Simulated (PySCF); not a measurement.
## TlGa at UHF-MP2

Level: UHF-MP2. basis Tl def2-SVP with ECP60, Ga def2-SVP; scalar-relativistic core potentials; PySCF 2.14.

```
state                    : ³Π (triplet), unpaired electrons σ ↑, π ↑
bond length              : 2.886 Å
harmonic wavenumber      : 134 cm⁻¹
force constant           : 0.548 mdyn/Å
rotational constant Be   : 0.03925 cm⁻¹
well depth De to Tl + Ga : 1.10 eV
dissociation energy D0   : 1.09 eV
```

Correlated steps freeze 13 core orbitals. Correlated levels converge slowly with the basis: in double zeta they bind strong bonds too weakly, by up to about 1 eV, and carry superposition errors of some tenths. Spin–orbit coupling is left out, which matters for elements this heavy, above all for dissociation energies. The state was picked by a PBE0 search and need not be the measured ground state.
